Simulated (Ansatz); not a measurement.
Ansatz (a first-principles code) input for C4H9, SMILES [CH2]C(C)C, multiplicity 2, B3LYP-D3(BJ)/def2-SVP. 

Ansatz 0.2 input:
```yaml
crystal:
  periodic: [false, false, false]
  atoms:
    - {symbol: C, position_ang: [0.11834343, 1.46360718, -0.00000005]}
    - {symbol: C, position_ang: [-0.38657940, 0.07799337, -0.00000000]}
    - {symbol: C, position_ang: [0.09672810, -0.67651733, -1.25188221]}
    - {symbol: C, position_ang: [0.09672810, -0.67651725, 1.25188225]}
    - {symbol: H, position_ang: [-0.54201730, 2.30731017, -0.00000007]}
    - {symbol: H, position_ang: [1.17675781, 1.64167292, -0.00000005]}
    - {symbol: H, position_ang: [-1.48133000, 0.08521074, 0.00000000]}
    - {symbol: H, position_ang: [-0.28035851, -1.69676199, -1.24560169]}
    - {symbol: H, position_ang: [-0.25550172, -0.17988762, -2.15272438]}
    - {symbol: H, position_ang: [1.18349428, -0.70614532, -1.27551780]}
    - {symbol: H, position_ang: [-0.28035851, -1.69676192, 1.24560180]}
    - {symbol: H, position_ang: [-0.25550172, -0.17988749, 2.15272439]}
    - {symbol: H, position_ang: [1.18349428, -0.70614524, 1.27551785]}
basis:
  gaussian:
    orbitals: def2-SVP
hamiltonian:
  xc: b3lyp
  dispersion: d3bj
magnetization: {spin_polarized: true, initial_magnetization: 1}
relax: {f_tol: 0.002, max_steps: 200}
```

Program output:

```
WARN ansatz: RAYON_NUM_THREADS=1 ignored (pool sized by the plan → 1); use --threads N
Functional definition: B3LYP
integrals: 0.06 GiB planned
1160 factors; integrals over basis functions are off by at most 4.0e-4 eV
mean field: 0.55 GiB planned
mean field evaluation 1: about -4281.6212 eV, gradient 4.1e1 eV
mean field evaluation 2: about -4277.8946 eV, gradient 4.9e1 eV
mean field evaluation 4: about -4290.3513 eV, gradient 1.7e0 eV
mean field evaluation 8: about -4290.3832 eV, gradient 7.0e-2 eV
mean field evaluation 16: about -4290.3833 eV, gradient 4.2e-5 eV
mean field -4290.38326911 eV, -157.6686770134 hartree, gradient 4.2e-5 eV, S^2 0.753615; 0 other end points of the search recorded, 0 dependent functions left out
the calculation of the forces begins
reference -4290.38348633 eV, -157.6686849964 hartree; 17, 16 occupied and 84, 85 virtual orbitals, 1160 factors
relax step   1: F+E_penalty+E_count = -4290.77993968 eV  Δ(F+E_penalty+E_count) = +0.000e0 eV  max|allowed force component| = 7.782e-1 eV/Å  Δτ_max = 0.0000 Å  (30 SCF iters, accepted)
these checks for a lower state are left out or cut short: starts, cluster_reference, orbital_swaps, neighbouring_geometries, increment
integrals: 0.06 GiB planned
1160 factors; integrals over basis functions are off by at most 4.3e-4 eV
mean field: 0.55 GiB planned
mean field -4290.43996556 eV, -157.6707605696 hartree, gradient 9.9e-6 eV, S^2 0.753758; 0 other end points of the search recorded, 0 dependent functions left out
the calculation of the forces begins
reference -4290.44018447 eV, -157.6707686145 hartree; 17, 16 occupied and 84, 85 virtual orbitals, 1160 factors
relax step   2: F+E_penalty+E_count = -4290.83229804 eV  Δ(F+E_penalty+E_count) = -5.236e-2 eV  max|allowed force component| = 2.559e-1 eV/Å  Δτ_max = 0.0370 Å  (31 SCF iters, accepted)
these checks for a lower state are left out or cut short: starts, cluster_reference, orbital_swaps, neighbouring_geometries, increment
integrals: 0.06 GiB planned
1160 factors; integrals over basis functions are off by at most 4.5e-4 eV
mean field: 0.55 GiB planned
mean field evaluation 32: about -4290.4454 eV, gradient 2.4e-5 eV
mean field -4290.44539925 eV, -157.6709602541 hartree, gradient 2.4e-5 eV, S^2 0.753820; 0 other end points of the search recorded, 0 dependent functions left out
the calculation of the forces begins
reference -4290.44561846 eV, -157.6709683100 hartree; 17, 16 occupied and 84, 85 virtual orbitals, 1160 factors
relax step   3: F+E_penalty+E_count = -4290.83689426 eV  Δ(F+E_penalty+E_count) = -4.596e-3 eV  max|allowed force component| = 9.548e-2 eV/Å  Δτ_max = 0.0111 Å  (26 SCF iters, accepted)
these checks for a lower state are left out or cut short: starts, cluster_reference, orbital_swaps, neighbouring_geometries, increment
integrals: 0.06 GiB planned
1160 factors; integrals over basis functions are off by at most 4.5e-4 eV
mean field: 0.55 GiB planned
mean field -4290.44565995 eV, -157.6709698345 hartree, gradient 1.3e-5 eV, S^2 0.753819; 0 other end points of the search recorded, 0 dependent functions left out
the calculation of the forces begins
reference -4290.44587918 eV, -157.6709778911 hartree; 17, 16 occupied and 84, 85 virtual orbitals, 1160 factors
relax step   4: F+E_penalty+E_count = -4290.83709115 eV  Δ(F+E_penalty+E_count) = -1.969e-4 eV  max|allowed force component| = 2.020e-2 eV/Å  Δτ_max = 0.0027 Å  (25 SCF iters, accepted)
these checks for a lower state are left out or cut short: starts, cluster_reference, orbital_swaps, neighbouring_geometries, increment
integrals: 0.06 GiB planned
1160 factors; integrals over basis functions are off by at most 4.5e-4 eV
mean field: 0.55 GiB planned
mean field -4290.44563566 eV, -157.6709689421 hartree, gradient 3.1e-5 eV, S^2 0.753818; 0 other end points of the search recorded, 0 dependent functions left out
the calculation of the forces begins
reference -4290.44585487 eV, -157.6709769978 hartree; 17, 16 occupied and 84, 85 virtual orbitals, 1160 factors
relax step   5: F+E_penalty+E_count = -4290.83710967 eV  Δ(F+E_penalty+E_count) = -1.852e-5 eV  max|allowed force component| = 1.214e-3 eV/Å  Δτ_max = 0.0009 Å  (22 SCF iters, accepted)
integrals: 0.06 GiB planned
1160 factors; integrals over basis functions are off by at most 4.5e-4 eV
mean field: 0.55 GiB planned
mean field evaluation 64: about -4290.4456 eV, gradient 3.1e-5 eV
mean field -4290.44563566 eV, -157.6709689421 hartree, gradient 3.1e-5 eV, S^2 0.753818; 1 other end points of the search recorded, 0 dependent functions left out
the calculation of the forces begins
reference -4290.44585487 eV, -157.6709769978 hartree; 17, 16 occupied and 84, 85 virtual orbitals, 1160 factors
Total energy: -4290.83732888 eV, -157.6853634022 hartree
Atom 0 at     0.120322     1.485326    -0.000000 Å, force     0.001214    -0.001202    -0.000000 eV/Å
Atom 1 at    -0.369761     0.071106    -0.000000 Å, force     0.001036     0.000227    -0.000000 eV/Å
Atom 2 at     0.090614    -0.680972    -1.264580 Å, force    -0.000253     0.000818    -0.000831 eV/Å
Atom 3 at     0.090614    -0.680972     1.264580 Å, force    -0.000253     0.000818     0.000831 eV/Å
Atom 4 at    -0.560488     2.339475    -0.000000 Å, force    -0.000516    -0.000351    -0.000000 eV/Å
Atom 5 at     1.196957     1.685797    -0.000000 Å, force    -0.000393     0.000224    -0.000000 eV/Å
Atom 6 at    -1.474123     0.085508    -0.000000 Å, force    -0.000292    -0.000193    -0.000000 eV/Å
Atom 7 at    -0.285498    -1.717507    -1.266537 Å, force    -0.000209    -0.000156     0.000359 eV/Å
Atom 8 at    -0.266520    -0.184018    -2.179719 Å, force     0.000325    -0.000260    -0.000093 eV/Å
Atom 9 at     1.191900    -0.722523    -1.312296 Å, force    -0.000387     0.000245     0.000368 eV/Å
Atom 10 at    -0.285498    -1.717507     1.266537 Å, force    -0.000209    -0.000156    -0.000359 eV/Å
Atom 11 at    -0.266520    -0.184018     2.179719 Å, force     0.000325    -0.000260     0.000093 eV/Å
Atom 12 at     1.191900    -0.722523     1.312296 Å, force    -0.000387     0.000245    -0.000368 eV/Å
Dipole moment:    -0.027149    -0.034226    -0.000000 e Å
```

The calculation finished and met its thresholds.
